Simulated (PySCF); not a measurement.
Compound: C₆H₁₀O.
SMILES with atom numbers: `[CH3:1][O:2][CH2:3][C@@H:4]1[CH:5]=[CH:6][CH2:7]1`

Probes without a nucleus sit at each ring's centroid and 1 Å off its mean plane on both sides; NICS is minus the shielding there, NICSzz its component along the normal. Level: GIAO PBE0/pcSseg-1 (PySCF, non-relativistic, gas phase) on the GFN2-xTB geometry, one conformer.

Ring bond lengths (Å), with Mayer bond orders in brackets: C4–C5 1.508 (1.01), C5–C6 1.329 (1.79), C6–C7 1.503 (1.05), C7–C4 1.555 (1.00).

Task: What do the NICS probes read (ppm)?

Result: 
```json
{"ring": "C4–C5–C6–C7", "type": "4-membered carbocycle; formal bonds 1 double, 3 single", "NICS(0)": "0.8", "NICS(1), two faces": "-2.1 / -2.5", "NICS(1)zz, two faces": "0.1 / 0.8", "rms pucker (Å)": "0.00", "centre to ring atoms, mean (Å)": "1.04"}
```

Task: What can be read from them?

Result: 
- C4–C5–C6–C7: mean NICS(1)zz 0.5 ppm, near zero. C4, C7 have four or more neighbours, and the NICS criterion for π rings isn't applied.

Task: At the first NICS(1) probe listed for ring C4–C5–C6–C7, 1 Å off the ring, what do the in-plane components average?

Result: The isotropic value is a third of the trace: (3 × -2.1 − (0.1))/2 = -3.2 ppm.

Task: What are the shieldings of the ring atoms and their hydrogens in the same run (means over atoms taken as equivalent)?

Result: 
| atoms | environment | σ isotropic (ppm) |
| --- | --- | --- |
| C4 | allylic carbon | 145.0 |
| C5 | alkene CH carbon | 41.1 |
| C6 | alkene CH carbon | 39.7 |
| C7 | allylic carbon | 150.6 |
| H on C4 | methine hydrogen | 28.46 |
| H on C5 | vinylic hydrogen | 25.54 |
| H on C6 | vinylic hydrogen | 25.25 |
| H on C7 | methylene hydrogen | 29.06 |
| H on C7 | methylene hydrogen | 29.34 |

Time: 11 s; peak memory 0.76 GiB. Hardware: one thread, AMD EPYC 9R45 (x86_64) (shared host). This is the whole shielding run at PBE0/pcSseg-1, SCF included.

The values belong to the conformer `[CH3:1][O:2][CH2:3][C@@H:4]1[CH:5]=[CH:6][CH2:7]1`: C1–O2–C3–C4 72°, O2–C3–C4–C5 162°.
